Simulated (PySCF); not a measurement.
Isomers of C6H8O2S. The calculation used PBE0-D3(BJ)/def2-SVP geometry optimisation, gas phase in PySCF. One conformer each; no zero-point energy, no entropy. No frequencies were run at this level. Point groups hold within 0.08 Å.

**Question.** Order them by energy at this level, lowest first, and give relative energies in kJ/mol.
A. `[CH3:1][S:2](=[O:3])(=[O:4])[C:5]1=[CH:6][CH2:7][CH:8]=[CH:9]1` with C1–S2–C5–C6 -106°
B. `[CH2:1]=[CH:2][O:3][C:4](=[O:5])[CH2:6][C:7]([CH3:8])=[S:9]` with C1–C2–O3–C4 -178°, C2–O3–C4–O5 -1°, O3–C4–C6–C7 157°, C4–C6–C7–C8 67°

**Answer.** B (0.0), A (185.5).

As drawn, the lower has a C=O bond, a C(=O)–O unit and a C=S bond, which the higher lacks; the higher has an S=O bond, which the lower lacks.

| SMILES | E (Eh) | E rel (kJ/mol) | dipole (D) | point group | A, B, C (MHz) |
| --- | --- | --- | --- | --- | --- |
| C=COC(=O)CC(C)=S | -781.09382 | 0.0 | 2.65 | C1 | 3369, 617.4, 559.3 |
| CS(=O)(=O)C1=CCC=C1 | -781.02315 | 185.5 | 5.11 | C1 | 2931, 1014, 914.0 |

**Question.** How do the relative energies change in single points at PBE0/def2-SVPD (no added dispersion term) on the same geometries?

**Answer.** 
```
             SMILES  PBE0-D3(BJ)/def2-SVP (kJ/mol)  PBE0/def2-SVPD (kJ/mol)  shift
   C=COC(=O)CC(C)=S                            0.0                      0.0    0.0
CS(=O)(=O)C1=CCC=C1                          185.5                    163.1  -22.4
```

Each column counts from its own lowest isomer. The order is unchanged; the largest shift is 22.4 kJ/mol.
